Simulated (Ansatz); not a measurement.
Stepwise reaction of `F[SiH2][SiH3]` with hydrogen fluoride, as a gas-phase model of exchange steps in deposition or etching. ΔE in kJ/mol; ΔG adds harmonic PBE0-D4 terms to CCSD(T)/CBS, at 1 bar.

Isolated molecules relaxed with PBE0-D4/def2-TZVP in Ansatz; ΔE leaves out vibrations. CCSD(T)/CBS adds triple-zeta CCSD(T) − MP2 to the extrapolated MP2 energy (def2 sets, frozen cores). This one scheme is used for every species. Functionals use def2-TZVPP. B3LYP here is the variant with VWN-RPA as its local correlation; programs differ in this.

```json
{"step": "1", "reaction": "`F[SiH2][SiH3]` + H–F → `F[SiH](F)[SiH3]` + H₂", "PBE-D4": "-122.3", "B3LYP-D4": "-130.5", "ωB97M-V": "-130.5", "CCSD(T)/CBS": "-126.7", "ΔG(500 K)": "-125.2"}
```

(1) Give the row of step 2, `F[SiH](F)[SiH3]` + H–F → `F[Si](F)(F)[SiH3]` + H₂. (Best estimate.)

(2) By hand: ΔE of the 2 steps together at CCSD(T)/CBS.

Results:

(1) The calculation gave: 
| step | reaction | PBE-D4 | B3LYP-D4 | ωB97M-V | CCSD(T)/CBS | ΔG(500 K) |
| --- | --- | --- | --- | --- | --- | --- |
| 2 | `F[SiH](F)[SiH3]` + H–F → `F[Si](F)(F)[SiH3]` + H₂ | -135.6 | -143.6 | -144.9 | -141.2 | -134.6 |

(2) (-126.7) + (-141.2) = -267.9 kJ/mol, or -133.9 kJ/mol a step.

In ΔE each step is lower than the one before. All are downhill at CCSD(T)/CBS. ΔG lies between -134.6 and -125.2 kJ/mol a step. PBE-D4 differs from CCSD(T)/CBS by 4.4 to 5.6 kJ/mol a step. Isolated molecules leave out the surface, adducts and barriers. Largest T1 diagnostic: 0.013.
